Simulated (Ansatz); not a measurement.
A nudged elastic band was laid between two geometries of CH5GaO + H2 (10 atoms, charge 0, multiplicity 1).

Method: Ansatz, RKS PBE0/def2-SVP.

```json
{
  "movable images": "9",
  "climbing image": "yes",
  "spring": "5.0 eV/Å²",
  "optimiser": "quadratic models (default)",
  "start path": "through a guess of the saddle point",
  "force threshold": "0.5 eV/Å",
  "iteration limit": "60",
  "end points": "relaxed"
}
```

Initial state:

```xyz
10
Properties=species:S:1:pos:R:3
Ga 0.031 -0.022 0.278
C -0.134 0.327 2.205
H -1.097 -0.022 2.607
H 0.680 -0.153 2.769
H -0.069 1.412 2.388
H 1.327 -0.243 -0.567
O -1.436 -0.010 -0.755
H -2.266 0.141 -0.293
H 0.185 -2.779 0.424
H 0.098 -2.658 1.172
```

Final state:

```xyz
10
Properties=species:S:1:pos:R:3
Ga -0.033 -0.751 -0.589
C 0.020 -0.182 2.742
H -0.973 -0.012 3.179
H 0.785 -0.150 3.529
H 0.232 0.608 2.007
H 1.265 0.110 -0.656
O -1.513 0.173 -0.984
H -2.325 -0.344 -0.974
H -0.181 -2.285 -0.294
H 0.042 -1.174 2.266
```

Q: What changes between the two ends?

A: Bonds broken: Ga1–C2, H9–H10. Bonds formed: Ga1–H9, C2–H10. CH5GaO + H2 becomes CH4 + GaH3O.

Q: Give the energies along the band, and the barrier.

A: The forces met the threshold. The highest image is number 5 of 0 to 10, 1.56 eV above the first end and 2.00 eV above the last; the last end lies 0.44 eV below the first. The threshold of 0.5 eV/Å is loose, so the images may lie well off the minimum-energy path. The order of the stationary point at the top wasn't checked. The orbitals stay closed-shell, which can raise the energy where a bond breaks towards radicals; this wasn't checked here.

| image | path coordinate (Å) | energy (eV) | Ga1–C2 (Å) | H9–H10 (Å) | Ga1–H9 (Å) |
| --- | --- | --- | --- | --- | --- |
| 0 | 0.00 | 0.00 | 1.97 | 0.76 | 2.77 |
| 1 | 0.51 | 0.01 | 1.97 | 0.76 | 2.61 |
| 2 | 1.02 | 0.11 | 1.98 | 0.76 | 2.44 |
| 3 | 1.53 | 0.36 | 1.96 | 0.76 | 2.25 |
| 4 | 2.04 | 0.77 | 2.00 | 0.81 | 2.01 |
| 5 | 2.56 | 1.56 | 2.16 | 1.06 | 1.74 |
| 6 | 3.01 | 0.58 | 2.35 | 1.53 | 1.63 |
| 7 | 3.46 | -0.12 | 2.65 | 1.89 | 1.58 |
| 8 | 3.92 | -0.38 | 2.90 | 2.22 | 1.57 |
| 9 | 4.37 | -0.44 | 3.17 | 2.55 | 1.57 |
| 10 | 4.82 | -0.44 | 3.38 | 2.80 | 1.57 |

Q: What is the geometry of the highest image?

A: 
```xyz
10
Properties=species:S:1:pos:R:3
Ga -0.024 -0.392 0.119
C -0.022 -0.085 2.259
H -0.961 -0.273 2.793
H 0.843 -0.378 2.867
H 0.044 1.004 2.086
H 1.377 -0.146 -0.479
O -1.622 0.153 -0.494
H -2.085 -0.498 -1.025
H -0.129 -2.045 0.652
H -0.101 -1.346 1.448
```

The run took 2.2 min on 2 threads of Arm Neoverse V1 (shared host), peak memory 0.2 GiB.
